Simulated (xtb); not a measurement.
xtb input:

```bash
xtb mol.xyz --gfn 2 --sp --chrg 0 --uhf 0
```
mol.xyz:
```
8

C     -1.85474197    -0.04174373     0.03419106
Sn     0.30253870     0.00680908    -0.00557712
H     -2.24991656     0.34518510    -0.90357571
H     -2.22255079     0.57043156     0.85592184
H     -2.19835902    -1.06575353     0.17062656
H      0.85109282     1.61656389    -0.22018565
H      0.93213228    -0.60118536     1.46827283
H      0.88911806    -0.95523348    -1.29735022
```

**Question.** Predict the final energy.

**Answer.** -7.25428 Eh (GFN2-xTB).
